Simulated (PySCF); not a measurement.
N-dimethylsilylethanamine (C₄H₁₃NSi), SMILES CCN[SiH](C)C.

Coordinates come from a PBE0-D3(BJ)/def2-SVP optimisation. One conformer was computed; it need not be the lowest.

Two levels are set side by side: PBE/def2-TZVP (PySCF) and ωB97X/def2-TZVP (PySCF). Same geometry, gas phase. Differences are taken from unrounded values.

```csv
quantity,ωB97X,PBE,PBE minus ωB97X
orbital gap (eV),11.67,5.21,-6.46
highest occupied level (eV),-8.83,-5.09,3.74
lowest empty level (eV),2.84,0.12,-2.72
dipole moment (D),0.78,0.74,-0.03
```

PBE's occupied levels lie high since its potential decays too fast outside the molecule; exact exchange lowers them and widens the gap. Differences between two approximate levels are no errors against the true value.

Rough cost on one machine, each run with all the roots and properties that it gave: ωB97X against PBE within a factor of 2.
